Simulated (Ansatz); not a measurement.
C$_{4}$H$_{3}$F$_{7}$ (`FC(F)[C@H](F)[C@@H](F)C(F)(F)F`), 14 atoms. Charge 0, multiplicity 1. Hardware: A = 5 threads of an AMD EPYC 7R13 on a shared host; B = 5 threads of an AMD EPYC 7R13 on a shared host and a share of an NVIDIA H100 80 GB. Correlated methods freeze the cores. Open-shell runs search over several starts.

Question: Give the basis size and wall time and peak host memory of each of these runs in Ansatz. RKS SPW92 (LDA)/def2-TZVPP energy [B]; RKS r2SCAN-D4/def2-TZVPP energy and forces [B]; UHF-CCSD(T)/def2-TZVPP energy of the cation [B]; RKS PBE0-D4/def2-TZVP frequencies [B]; RKS CAM-B3LYP-D4/def2-TZVPP energy [B]; RHF-MP2/def2-QZVPP energy [B]; RHF-CCSD(T)/def2-SVP energy [B]; RKS PBE0-D4/def2-SVP energy [A]; RKS B2PLYP (frozen core)/def2-TZVPP energy [B]; UKS ωB97X-V/def2-TZVPP energy of the cation [B]; RHF-CCSD(T)/def2-TZVPP energy [B]; direct RPA on PBE orbitals/def2-TZVPP energy [B]. (Best estimate.)

Answer: The calculation gave: Other jobs shared the machine, so times are rough.

```tsv
level	job	functions	wall time	peak host memory (GiB)
RKS PBE0-D4/def2-SVP	energy [A]	169	4.2 s	0.92
direct RPA on PBE orbitals/def2-TZVPP	energy [B]	383	5.5 s	1.8
RKS r2SCAN-D4/def2-TZVPP	energy and forces [B]	383	6.5 s	0.92
RKS SPW92 (LDA)/def2-TZVPP	energy [B]	383	8.5 s	0.87
RKS CAM-B3LYP-D4/def2-TZVPP	energy [B]	383	9.5 s	0.92
RHF-CCSD(T)/def2-SVP	energy [B]	169	12 s	0.92
RKS B2PLYP (frozen core)/def2-TZVPP	energy [B]	383	12 s	1.8
UKS ωB97X-V/def2-TZVPP	energy of the cation [B]	383	16 s	1.2
RHF-MP2/def2-QZVPP	energy [B]	717	18 s	1.4
RHF-CCSD(T)/def2-TZVPP	energy [B]	383	45 s	0.92
RKS PBE0-D4/def2-TZVP	frequencies [B]	359	2.9 min	1
UHF-CCSD(T)/def2-TZVPP	energy of the cation [B]	383	10 min	1.9
```
